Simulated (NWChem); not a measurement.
Species: GeBr cation, singlet

```xyz
2

Ge     0.0000     0.0000    -1.1674
Br     0.0000     0.0000     1.0676
```
Atoms are numbered in this order, from 1.

Level: B3LYP/6-31G* (spherical d) (NWChem), optimised geometry, unscaled harmonic frequencies. Low-valent species are run as closed-shell singlets; no triplet was tried in these runs. This build's default masses of Se (78.918 u) and Br (79.917 u) are each other's, which moves their modes by up to 0.6 %.

Problem. List the harmonic frequencies with IR intensities, and the thermochemistry.

Solution. 
```tsv
frequency (cm⁻¹)	IR intensity (km/mol)
357	47.3
```

```json
{
  "zero_point_energy": "0.5 kcal/mol",
  "thermal correction to the enthalpy at 298.15 K (with zero-point energy)": "2.8 kcal/mol",
  "heat capacity Cv": "6.5 cal/(mol K)",
  "entropy at 298.15 K and 1 atm (symmetry number 1)": "59.5 cal/(mol K)"
}
```

Rigid rotor and harmonic oscillator.
